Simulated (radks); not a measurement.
The cobalt ion Co24+, configuration [He] 2s1.

Method: non-relativistic Kohn-Sham, TPSS, spin-polarised, spherical densities, point nucleus; open shells are filled with parallel spins first; meta-GGA in the generalised Kohn-Sham scheme; computed with a radial shooting solver on a logarithmic mesh with Libxc functionals.

Energy parts (eV):
part                      energy
total                 -21578.273
kinetic                21576.711
electron-nucleus      -43883.766
Hartree                 1252.345
exchange-correlation    -523.563

Orbitals (lengths in bohr, moments of r in powers of bohr; r(max) is where P^2 peaks):
orbital,occ.,eigenvalue (eV),<r^2>,r(max)
1s up,1,-9168.572,0.004256,0.03739
1s down,1,-9161.654,0.004256,0.03741
2s up,1,-2157.556,0.06323,0.2021

The highest occupied level is 2s up at -2157.6 eV. For comparison, the ionisation energy in NIST's Atomic Spectra Database is 2218.9 eV (theoretical). In exact Kohn-Sham theory the highest level is minus the ionisation energy, but local and semilocal functionals leave it too shallow, through self-interaction and a potential that decays too fast; potentials with the right tail come closer. Spin moment in Bohr magnetons: 1. Virial ratio -V/T = 2.00007.

Empty levels of this run are not shown, since the potential may be unsettled where no density lies.
